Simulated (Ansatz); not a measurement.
Wavefunction ladder for CH6BClGe, SMILES `B[CH2][GeH2][Cl]`

```xyz
10

B     0.281    1.491   -0.600
C     0.077    0.568    0.609
Ge   -0.213   -1.248   -0.100
Cl   -0.506   -2.517    1.622
H    -0.656    2.006   -1.138
H     1.372    1.649   -1.068
H     0.946    0.447    1.260
H    -0.825    0.755    1.197
H     1.014   -1.795   -0.840
H    -1.490   -1.356   -0.942
```

Charge 0, multiplicity 1. Correlated methods include outer-core shells of Ge, which these sets cover unevenly. Scalar relativity is left out up to krypton. All single points use the PBE0-D4/def2-TZVP geometry. It is one conformer, not always the lowest. Frozen core, restricted reference, Ansatz.

```
     basis      HF (Eh)  MP2 corr.
  def2-SVP  -2600.48690   -0.59002
def2-TZVPP  -2600.98295   -0.72471
def2-QZVPP  -2601.04086   -1.02523
```

Question: Estimate the CCSD correlation energy and the (T) correction in each basis where they were run (hartree).

Answer: 
| basis | CCSD corr. | (T) |
| --- | --- | --- |
| def2-SVP | -0.63537 | -0.01711 |
| def2-TZVPP | -0.77253 | -0.02967 |
